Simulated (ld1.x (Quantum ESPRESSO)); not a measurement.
Values are calculated unless marked as measured or tabulated.
# Hardness and transferability of assorted potentials

Generated with ld1.x 7.5 (TM, RRKJ, ultrasoft, PAW), atompaw 4.2 or ONCVPSP 4.0.1. The cutoff is in Ry: for ld1.x and atompaw files where the sum of valence levels is converged to 10 mRy in a Bessel basis, for ONCV files where the hardest occupied wave has 1 mHa per electron of residual kinetic energy. The error is the largest all-electron minus pseudo excitation energy over each file’s own four to seven test configurations (ionisations up to +4, promotions, holes and added fractions of an electron), all of which were solved. The labels leave out finer settings (local radius, basis sizes, second energies), which also bear on the numbers. Spin-polarised tests are not counted. The rows are a selection from randomly drawn settings: files with unsolved tests, undetermined cutoffs or missed reference levels are left out.

| element | potential | cutoff (Ry) | largest error (meV) | bound ghosts |
| --- | --- | --- | --- | --- |
| Li | TM, PBE, scalar-relativistic, rc 2.15/5.04/3.30 (spd), local s, core correction yes, reference 2s1 2p0 | 6 | -16 | none |
| Si | ultrasoft, PBE, non-relativistic, rc 1.75/1.80/1.40 (spd), local smoothed, core correction yes, reference 3s2 3p0 | 10 | -7.4 | none |
| As | PAW, LDA (PZ), scalar-relativistic, rc 1.70/0.95/1.15 (spd), local smoothed, core correction yes, reference 3p6 3d10 4s2 4p2.5 | 140 | -13 | none |
| Zr | ultrasoft, BLYP, scalar-relativistic, rc 3.55/4.40/3.20 (spd), local smoothed, core correction no, reference 4d2 5s2 5p0 | 8 | +208 | none |
| Pt | TM, PBE, scalar-relativistic, rc 1.75/1.90/2.00 (spd), local s, core correction yes, reference 5p6 5d9 6s0 6p0 | 45 | -481 | none |

Fill in the row for N: TM, Wu–Cohen, scalar-relativistic, rc 1.10/1.85 (sp), local p, core correction yes, reference 2s2 2p3.

cutoff 45 Ry, largest error +1840 meV, bound ghosts: none.

Fill in the row for C: TM, PBE, fully relativistic, rc 1.05/1.40 (sp), local smoothed, core correction no, reference 2s1.75 2p2.25.

cutoff 45 Ry, largest error +361 meV, bound ghosts: none.

Fill in the row for Si: PAW, PBE, non-relativistic, rc 1.65/2.30 (sp), local smoothed, core correction yes, reference 3s2 3p1.

cutoff 12 Ry, largest error -42 meV, bound ghosts: none.
